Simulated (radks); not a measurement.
The numbers below are computed, except where a source is named.
All-electron atom: Ni II in [Ne] 3s2 3p5 3d9 4d1 (not the ground configuration).

Level of theory: scalar-relativistic Kohn-Sham, SCAN, spin-unpolarised, spherical densities, finite nucleus; meta-GGA in the generalised Kohn-Sham scheme; Fermi nuclear charge, rms radius 3.7757 fm (a radial shooting solver on a logarithmic mesh with Libxc functionals).

Energy parts (eV):
part                      energy
total                 -41300.035
kinetic                41874.383
electron-nucleus      -98743.426
Hartree                17283.622
exchange-correlation   -1714.613

Orbitals (lengths in bohr, moments of r in powers of bohr; r(max) is where P^2 peaks):
| orbital | occ. | eigenvalue (eV) | <1/r> | <r^4> | r(max) |
|---|---|---|---|---|---|
| 1s | 2 | -8258.859 | 28.09 | 0.00003993 | 0.03540 |
| 2s | 2 | -1008.496 | 6.091 | 0.008669 | 0.2042 |
| 2p | 6 | -868.3879 | 5.963 | 0.006539 | 0.1648 |
| 3s | 2 | -130.2778 | 1.917 | 0.6423 | 0.6399 |
| 3p | 5 | -89.0109 | 1.770 | 0.8843 | 0.6480 |
| 3d | 9 | -23.8493 | 1.395 | 3.687 | 0.6317 |
| 4d | 1 | -4.0349 | 0.2229 | 2007 | 4.862 |

The highest occupied level is 4d at -4.035 eV. The density falls to 0.001 e/bohr^3 at r = 3.91 bohr. The electron density at the nucleus is 1.976e+04 e/bohr^3 (large components only).
